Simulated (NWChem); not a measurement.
System: SnN2H4, singlet; SMILES [NH2][Sn][NH2]

The following NWChem deck was run.

```
start job
memory heap 200 mb stack 900 mb global 1100 mb
geometry units angstroms noautoz
  Sn     0.000000     0.000000    -0.377321
  N      1.490232     0.000000     1.009044
  H      2.472874     0.000000     0.758498
  H      1.372423     0.000000     2.017519
  N     -1.490232     0.000000     1.009044
  H     -1.372423     0.000000     2.017519
  H     -2.472874     0.000000     0.758498
end
basis spherical
  * library def2-svp
end
ecp
  Sn library def2-ecp
end
dft
  xc b3lyp
  iterations 150
  mulliken
end
task dft energy
```

Low-valent species are run as closed-shell singlets; no triplet was tried in these runs. All runs use the structure optimised with PBE0/def2-SVP. def2 effective core potentials on Sn; no spin-orbit coupling.

**Question.** Predict the main results of this run. (B3LYP/def2-SVP with def2 effective core potentials on Sn.) Quantities: energy (Ha); highest occupied level (eV); orbital gap (eV); dipole (D).

**Answer.** 
```yaml
energy (Ha): -326.22
highest occupied level (eV): -6.01
orbital gap (eV): 4.92
dipole (D): 0.87
```
